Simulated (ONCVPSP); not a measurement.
## What one change does to a pseudopotential (S, ONCV)

ONCVPSP 4.0.1 input, shortened (lines: element, Z, core and valence counts, functional; n l f; lmax; l rc ep ncon nbas qcut; lloc lpopt rc5 dvloc0; l nproj debl; icmod fcfact rcfact), PBEsol, non-relativistic:

```
  S 16.00    3    2  -116133      upf
    1    0    2.00
    2    0    2.00
    2    1    6.00
    3    0    2.00
    3    1    3.75
    2
    0    1.40    0.00    4    8    3.70
    1    1.40    0.00    4    8    6.10
    2    1.35    0.44    5    9    7.40
    4    5    1.00    0.00
    0    2    0.30
    1    2    2.90
    2    2    1.50
    3    2.75    1.55
```

In the s channel the program set the typed energies aside and used -0.717, 0.250 Ha.

Change: scalar-relativistic. In the s channel the program set the typed energies aside and used -0.721, 0.250 Ha.

Cutoffs: the cutoffs (Ha) at which the residual kinetic energy of the hardest occupied pseudo-wave falls to 1 and 0.1 mHa per electron; they do not see the model core or the augmentation charge, which bear on the density cutoff. Errors are all-electron minus pseudo energies relative to the spin-unpolarised reference configuration.

Task: What does the change do?

Result: The potential gets neither clearly harder nor softer (66 Ha and 87 Ha → 67 Ha and 87 Ha); of the 4 tests that both files solve, the error grows in 0 and shrinks in 2 by more than 15 % and 0.3 meV (median size 5.8 → 4.5 meV); neither file shows a bound ghost.

```tsv
quantity	base	changed
cutoff, loose	66 Ha	67 Ha
cutoff, tight	87 Ha	87 Ha
loose cutoff by channel	s 66 Ha, p 8.4 Ha	s 67 Ha, p 8.2 Ha
bound ghosts	none	none
GHOST(+) flags under 300 eV	s at 106.1 eV	s at 109.1 eV
error for 3s2 3p4, meV [ΔE -2.03 eV]	+0.1	+0.2
error for 3s2 3p3, meV [ΔE 9.72 → 9.70 eV]	+1.2	+0.5
error for 3s2 3p2, meV [ΔE 31.97 → 31.95 eV]	+10	+8.4
error for 3s0 3p6, meV [ΔE 18.39 → 18.65 eV]	-15	-17
s: phases at 1.42 bohr within 0.05 rad from the reference energy up to (Ha; the scan ends near 5)	3.5	3.6
p: phases at 1.42 bohr within 0.05 rad from the reference energy up to (Ha; the scan ends near 5)	to the end of the scan	to the end of the scan
d: phases at 1.37 bohr within 0.05 rad from the reference energy up to (Ha; the scan ends near 5)	to the end of the scan	to the end of the scan
rms error of d²Exc/dni dnj with the model core, mHa	1.31	1.34
```
